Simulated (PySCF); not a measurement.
BeH₃NSe. Atoms are numbered in the order given.

```xyz
6

Be     0.0063     1.1857     0.0000
N      0.0021     2.6821     0.0000
H     -0.0015     3.2594     0.8247
H     -0.0015     3.2594    -0.8247
Se    -0.0430    -0.8564     0.0000
H      1.4251    -0.9206     0.0000
```
Charge 0, spin multiplicity 1.

Geometry optimised at PBE0-D3(BJ)/def2-TZVP. One conformer was computed; it need not be the lowest.

Level of theory: B3LYP/def2-TZVPD in PySCF.

Symmetry labels are those of the subgroup Cs that the program uses (full group Cs).

Computed valence orbital energies around the gap with their symmetry:
| orbital | symmetry | energy (eV) |
|---|---|---|
| HOMO−7 | A' | -22.68 |
| HOMO−6 | A' | -18.75 |
| HOMO−5 | A" | -13.19 |
| HOMO−4 | A' | -11.46 |
| HOMO−3 | A' | -10.51 |
| HOMO−2 | A' | -8.42 |
| HOMO−1 | A' | -7.39 |
| HOMO | A" | -6.82 |
| LUMO | A' | -0.77 |
| LUMO+1 | A' | -0.19 |
| LUMO+2 | A" | 0.02 |
| LUMO+3 | A' | 0.24 |
